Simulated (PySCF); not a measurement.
## [Pm(H2O)]3+ at several levels of theory

Computed with PySCF 2.14.0 (density fitting, no spin-orbit coupling) at the geometry relaxed with PBE0:

```xyz
4
[Pm(H2O)]3+ (singlet in the valence; each metal's 4f electrons, 4 of them, lie in its core potential, out of spins and levels)
Pm    0.0000    0.0000   -0.1064
O     0.0000    0.0000    2.1403
H     0.7784    0.0000    2.7685
H    -0.7784    0.0000    2.7685
```

| level | basis | state | HOMO (eV) | gap (eV) | charge on Pm1 (e) | population of f-type functions on Pm1 (polarisation alone where 4f lies in the core) | dipole about the centre of mass (D) | largest force component (eV/Å) |
| --- | --- | --- | --- | --- | --- | --- | --- | --- |
| PBE0 | Pm lcecp-1-SVP with ECP50, O def2-SVP, H def2-SVP | singlet | -27.75 | 7.37 | 2.58 | 0.02 | 2.77 | 0.00 |
| M06-L | the same | singlet | -26.28 | 5.51 | 2.60 | 0.02 | 2.69 | 0.33 |
| PBE0 | Pm lcecp-1-TZVP with ECP50, O def2-TZVP, H def2-TZVP | singlet | -27.74 | 7.40 | 2.65 | 0.03 | 2.83 | 0.26 |

In the lcecp rows the 4f levels are missing from HOMO and gap, and the state counts the valence alone.

Charges are Mulliken's, which hang on the basis. The relaxation used the grid (50, 194), these runs (75, 302) or, all-electron (x2c bases, spin-free X2C Hamiltonian), (99, 590).

Q: What does TPSSh with Pm lcecp-1-SVP with ECP50, O def2-SVP, H def2-SVP give here?

A: state singlet, HOMO (eV) -26.78, gap (eV) 6.02, charge on Pm1 (e) 2.56, population of f-type functions on Pm1 (polarisation alone where 4f lies in the core) 0.02, dipole about the centre of mass (D) 2.87, largest force component (eV/Å) 0.21. Time: 2 s on 2 threads of Arm Neoverse V1 (shared host), from an already converged density.

In the first row's basis the gap widens with exact exchange: 5.5 eV for M06-L (none); 6.0 to 7.4 eV for TPSSh, PBE0 (a fixed share).

An lcecp potential fixes the number of 4f electrons, so in runs with it no electron can move into or out of that shell.
